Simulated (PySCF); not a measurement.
Job file and geometry (Å, from GFN2-xTB) of an NMR shielding run on SMILES C(C[C@H](CF)F)#[N+][AlH2-][F], C4H7AlF3N, PySCF 2.14.0, density-fitted response routines, GIAO PBE0/pcSseg-1 NMR shielding, non-relativistic, gas phase; density fitting, a coarse starting grid and PySCF grid level 2 are the driver's defaults:

```
$ OMP_NUM_THREADS=1 python probes_run.py task.json out

{"job": {"kind": "nmr", "xc": "PBE0", "basis": "pcSseg-1"}, "charge": 0, "multiplicity": 1}
F     -2.552460    -1.636677     0.072297
C     -2.562969    -0.281943     0.245042
C     -1.133414     0.257655     0.141264
F     -1.196214     1.619537     0.279268
C     -0.514432    -0.081107    -1.230497
C      0.896650     0.131511    -1.185536
N      2.026470     0.307623    -1.095166
Al     3.288167     0.121673     0.486644
F      2.120825    -0.404394     1.558213
H     -3.200468     0.146450    -0.535788
H     -2.981207    -0.070490     1.233225
H     -0.505063    -0.124189     0.956105
H     -0.708702    -1.133444    -1.458236
H     -0.964358     0.548962    -2.003761
H      3.745924     1.579138     0.672769
H      4.233653    -0.971362    -0.043438
```

Question: What does the program print?

Answer: 
```
coarse grid: 14632 points
cycle   1  E = -752.4697663699  dE =  9.222e-01  |g| = 9.205e-01  |ddm| = 3.510e+00
cycle   2  E = -752.1777857719  dE =  2.920e-01  |g| = 1.608e+00  |ddm| = 1.638e+00
cycle   3  E = -752.6091681151  dE = -4.314e-01  |g| = 2.365e-01  |ddm| = 1.086e+00
cycle   4  E = -752.6182994053  dE = -9.131e-03  |g| = 1.055e-01  |ddm| = 1.795e-01
cycle   5  E = -752.6205236882  dE = -2.224e-03  |g| = 1.606e-02  |ddm| = 6.646e-02
cycle   6  E = -752.6205618369  dE = -3.815e-05  |g| = 6.066e-03  |ddm| = 1.283e-02
cycle   7  E = -752.6205670730  dE = -5.236e-06  |g| = 1.102e-03  |ddm| = 3.900e-03
final grid: 140136 points
cycle   8  E = -752.6912045410  dE = -5.459e-05  |g| = 6.468e-03  |ddm| = 2.565e-02
cycle   9  E = -752.6912006177  dE =  3.923e-06  |g| = 8.344e-03  |ddm| = 1.000e-02
cycle  10  E = -752.6912138169  dE = -1.320e-05  |g| = 1.233e-03  |ddm| = 5.237e-03
cycle  11  E = -752.6912140358  dE = -2.189e-07  |g| = 4.952e-04  |ddm| = 9.843e-04
cycle  12  E = -752.6912140743  dE = -3.847e-08  |g| = 2.365e-04  |ddm| = 3.665e-04
cycle  13  E = -752.6912140856  dE = -1.132e-08  |g| = 2.513e-05  |ddm| = 1.423e-04
cycle  14  E = -752.6912140857  dE = -1.148e-10  |g| = 7.186e-06  |ddm| = 2.324e-05
converged SCF energy = -752.6912140857

GIAO shielding tensors (ppm)
atom      isotropic    diamagn.    paramagn.     s11        s22        s33       span
  0 F      435.718     473.142     -37.424    402.174    427.793    477.187     75.013
  1 C      102.457     240.483    -138.026     72.481     82.267    152.622     80.141
  2 C       97.464     244.434    -146.970     65.600     79.263    147.529     81.929
  3 F      393.588     473.847     -80.259    363.199    384.601    432.964     69.766
  4 C      164.951     253.016     -88.065    152.713    163.981    178.157     25.444
  5 C       47.745     266.933    -219.188    -69.927    -54.825    267.987    337.914
  6 N       13.948     338.982    -325.034   -143.256   -127.684    312.784    456.039
  7 Al     439.332     795.022    -355.690    368.338    442.285    507.373    139.035
  8 F      365.989     473.840    -107.851    287.601    390.859    419.507    131.906
  9 H       27.255      27.030       0.225     23.692     27.557     30.517      6.824
 10 H       26.450      26.821      -0.371     22.861     26.613     29.875      7.014
 11 H       25.803      31.289      -5.485     23.633     25.338     28.438      4.805
 12 H       28.536      29.422      -0.885     23.274     28.630     33.705     10.430
 13 H       29.067      28.417       0.650     24.800     27.749     34.652      9.852
 14 H       27.681      29.783      -2.102     24.670     25.381     32.992      8.322
 15 H       27.741      29.387      -1.646     24.697     25.243     33.284      8.587
```

Size and cost of the density-fitted run: 195 basis functions, 38 s wall time on 1 thread of an Intel Xeon Platinum 8375C, shared host; peak memory 0.78 GiB.
